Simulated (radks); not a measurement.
Pb+, configuration [Xe] 4f14 5d10 6p3 (not the ground configuration). Method: Dirac Kohn-Sham, PBE, spin-unpolarised, spherical densities, finite nucleus; open shells fill j = l - 1/2 first; Fermi nuclear charge, rms radius 5.5012 fm; computed with a radial shooting solver on a logarithmic mesh with Libxc functionals.

Normalised radial functions P(r) = r R(r) (large component), r in bohr:

```
   r/bohr * 5p1/2, o 5p3/2 (the largest magnitude, 1.16, reaches the edge; | marks zero, & curves that meet)
 0.001539                             &
 0.002448                             o*
 0.003862                             o*
 0.006142                             |o*
 0.009769                             | o *
  0.01541                             |   o *
  0.02451                             |     o*
  0.03899                             |      &
  0.06151                             |* o
  0.09783                    * o      |
   0.1543                    o *      |
   0.2455                             |       o   *
   0.3904                             |         *  o
    0.616         *     o             |
   0.9796  o*                         |
    1.558                 o  *        |
    2.458                           o*|
     3.91                             &
    6.168                             &
     9.81                             &
```

5p1/2: eigenvalue -112.67 eV, 3 radial nodes at r = 0.0632, 0.187, 0.457 bohr, <r> = 0.913 bohr, 90 % of the charge inside 1.31 bohr. 5p3/2: eigenvalue -90.326 eV, 3 radial nodes at r = 0.0719, 0.205, 0.498 bohr, <r> = 1.00 bohr, 90 % of the charge inside 1.45 bohr.
